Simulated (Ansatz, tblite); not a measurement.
Cost and result up the ladder for the cluster Be₅⁺ (5 atoms). Charge 1, multiplicity 2. Geometry: PBE/def2-TZVP.

Cartesian coordinates in Å:
```
Be 1.0185 -0.2012 0.5888
Be -0.8927 -0.1738 1.4824
Be 0.8903 0.1721 -1.4840
Be -0.6074 -0.9124 -0.4716
Be -0.4088 1.1152 -0.1156
```

Ansatz on 4 threads of Arm Neoverse V1 on a shared host; xTB runs through tblite on one thread. Times are rough, summed over both states, and most runs start from the orbitals of an earlier one. RPA@PBE/def2-TZVP serves as the yardstick here, not as an exact answer. Differences are given only for rows in sets of like size (and for xTB, whose basis is part of the method), since another set adds its own error. The other state is a quartet at its own geometry.

The xTB rows come from tblite. LC-ωPBE has ω = 0.4 bohr⁻¹. B3LYP takes the VWN-RPA correlation. Correlated methods freeze no core orbitals. The structure comes from a short search, and lower isomers may exist.

Run but left out: HF/6-31G, HF/def2-TZVP, HF/def2-TZVPP, MP2/def2-TZVP, MP2/def2-TZVPP, CCSD/def2-TZVPP, CCSD(T)/def2-TZVPP (doublet: ⟨S²⟩ 1.24 to 1.59, where a pure state has 0.75).

Correlated methods converge slowly with the basis.

xTB has no spin-polarisation term.

```
                          level  functions  wall time
                       GFN1-xTB         20    0.004 s
                       GFN2-xTB         20     0.22 s
          LDA (SPW92)/def2-TZVP         95      1.1 s
                    B3LYP/6-31G         45      1.6 s
                  PBE/def2-TZVP         95      2.2 s
              RPA@PBE/def2-TZVP         95      2.7 s
                 BLYP/def2-TZVP         95      3.1 s
                B3LYP/def2-TZVP         95      4.7 s
                 PBE0/def2-TZVP         95      6.1 s
               r2SCAN/def2-TZVP         95        8 s
LC-ωPBE/def2-TZVP (with forces)         95       14 s
```

Estimate what each level gives for the quartet − doublet (eV).


```csv
level,quartet − doublet (eV),difference from RPA@PBE/def2-TZVP (eV),remarks
GFN1-xTB,2.02,0.28,–
GFN2-xTB,2.30,0.56,–
LDA (SPW92)/def2-TZVP,1.58,-0.16,–
B3LYP/6-31G,1.55,–,–
PBE/def2-TZVP,1.48,-0.26,–
RPA@PBE/def2-TZVP,1.74,0.00,–
BLYP/def2-TZVP,1.59,-0.15,–
B3LYP/def2-TZVP,1.49,-0.25,–
PBE0/def2-TZVP,1.35,-0.39,–
r2SCAN/def2-TZVP,1.33,-0.41,–
LC-ωPBE/def2-TZVP (with forces),1.03,-0.72,spin-contaminated (⟨S²⟩ 0.83) (doublet)
```
